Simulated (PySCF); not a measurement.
Stepwise substitution at one centre (Si Cl-NH2). Isolated molecules, 0 K electronic values unless said otherwise. One relaxed conformer stands for each flexible species; it need not be the lowest. Strings in code marks are SMILES.

The T1 excitation (TDA) from two functionals at the same geometries (TPSSh-D3(BJ)/def2-TZVP), both in PySCF: PBE-D3(BJ)/def2-TZVP and TPSSh-D3(BJ)/def2-TZVP. Excitations are Tamm–Dancoff values on a coarser integration grid. The basis has no diffuse functions, so Rydberg states are missing or too high.

| species | TPSSh-D3(BJ)/def2-TZVP (eV) |
|---|---|
| 2 of 4 Cl replaced by NH2 | 6.70 |
| 3 of 4 Cl replaced by NH2 (`N[Si](N)(Cl)N`) | 6.09 |
| 4 of 4 Cl replaced by NH2 | 5.81 |

Task: What does PBE-D3(BJ)/def2-TZVP give for each?

Result: 
- 2 of 4 Cl replaced by NH2: 6.12
- 3 of 4 Cl replaced by NH2 (`N[Si](N)(Cl)N`): 5.48
- 4 of 4 Cl replaced by NH2: 5.17
Over these rows, drawn at random from the members with no instability flagged (it was tested for open shells, ions and some series alone), PBE minus TPSSh-D3(BJ): mean -0.61 eV, from -0.64 eV to -0.58 eV.
